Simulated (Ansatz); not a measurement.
The cluster Si2W⁺. The state is a doublet with charge 1. Geometry r2SCAN-D4/def2-TZVP, that of the neutral singlet; atoms count from 1.

```
atom   x (Å)   y (Å)   z (Å)
  W1   0.847   0.899  -0.113
 Si2  -0.288  -0.421   1.297
 Si3  -0.559  -0.478  -1.184
```

In the def2 sets W takes a core potential; there is no spin–orbit coupling. The charge 1 doublet is spin-contaminated (final ⟨S²⟩ up to 1.80, 0.75 for a pure state). The structure comes from a short search, and lower isomers may exist.

**Question.** Estimate the Mulliken populations from the PBE0/def2-TZVP orbitals of Ansatz.

**Answer.** 
| atom | charge (e) | spin (α − β) | d electrons |
| --- | --- | --- | --- |
| W1 | 0.62 | 1.82 | 4.43 |
| Si2 | 0.20 | -0.45 | – |
| Si3 | 0.18 | -0.36 | – |
Mulliken values depend strongly on the basis.

**Question.** Where does the spin sit?

**Answer.** Summed by element: W 1.82, Si -0.82, of 1 unpaired in all. Largest on single atoms: W1 1.82, Si2 -0.45, Si3 -0.36.

**Question.** And the Mayer bond orders between heavy atoms (over 0.3)?

**Answer.** W1–Si2 1.98 (2.24 Å); W1–Si3 1.96 (2.24 Å); Si2–Si3 0.85 (2.50 Å).
